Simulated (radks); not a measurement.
Problem. The mean radii <r> (bohr) of the occupied orbitals of an atom or ion are listed with their occupations. All-electron calculation, Dirac Kohn-Sham, BLYP, spin-unpolarised, spherical densities, finite nucleus; Fermi nuclear charge, rms radius of each element as measured or else 0.836 A^(1/3) + 0.57 fm. Program: a radial shooting solver on a logarithmic mesh with Libxc functionals.

| orbital | occ. | <r> |
|---|---|---|
| 1s1/2 | 2 | 0.03407 |
| 2s1/2 | 1 | 0.1387 |

Name the element and its charge. Open shells, if any, are shared by 2j + 1.

Solution. Z = 43, technetium, charge +40: Tc40+ in [He] 2s1. The 1s radius gives Z: for a bare nucleus <r> = (2 gamma + 1)/(2Z) with gamma = sqrt(1 - (Z/c)^2), 0.03371 bohr for Z = 43, and screening makes it slightly larger (0.03407 here). The occupations add up to 3, and the charge is Z minus that.
